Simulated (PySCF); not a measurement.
Bi(Me)2(OH) (C2H7BiO), SMILES [OH][Bi]([CH3])[CH3].

The structure is a stationary point at PBE-D3(BJ)/def2-SVP. The structure was generated by enumeration; whether it is a known compound was not checked. The def2 effective core potentials stand for the cores of Bi; spin–orbit coupling is left out. Other conformers were not sampled.

These are PBE-D3(BJ)/def2-SVP in PySCF values and carry that method's errors.

Frequencies are harmonic and unscaled.

Computed harmonic wavenumbers and intensities:
| mode | ν (cm⁻¹) | IR (km/mol) | moving atoms (share of kinetic energy) |
|---|---|---|---|
| 1 | 42 | 1.5 | H 98 % |
| 2 | 75 | 0.0 | H 97 % |
| 3 | 128 | 3.0 | H 38 %, O 31 %, C 29 % |
| 4 | 142 | 2.4 | C 45 %, H 29 %, O 23 % |
| 5 | 157 | 4.8 | C 43 %, H 28 %, O 18 %, Bi 11 % |
| 6 | 199 | 100.7 | H 76 %, O 22 % |
| 7 | 443 | 26.6 | C 74 %, H 19 % |
| 8 | 446 | 18.9 | C 75 %, H 18 % |
| 9 | 520 | 45.3 | O 90 % |
| 10 | 652 | 9.1 | H 88 %, C 12 % |
| 11 | 668 | 30.0 | H 85 %, C 14 % |
| 12 | 673 | 4.5 | H 84 %, C 16 % |
| 13 | 753 | 16.1 | H 81 %, C 19 % |
| 14 | 868 | 30.1 | H 91 % |
| 15 | 1120 | 3.4 | H 82 %, C 18 % |
| 16 | 1134 | 0.3 | H 83 %, C 17 % |
| 17 | 1369 | 4.9 | H 95 % |
| 18 | 1373 | 0.1 | H 94 % |
| 19 | 1378 | 3.2 | H 95 % |
| 20 | 1386 | 11.9 | H 95 % |
| 21 | 2979 | 9.1 | H 98 % |
| 22 | 2980 | 7.7 | H 98 % |
| 23 | 3096 | 0.0 | H 90 %, C 10 % |
| 24 | 3097 | 12.7 | H 90 %, C 10 % |
| 25 | 3107 | 5.8 | H 90 %, C 10 % |
| 26 | 3108 | 2.6 | H 90 %, C 10 % |
| 27 | 3686 | 23.0 | H 94 % |
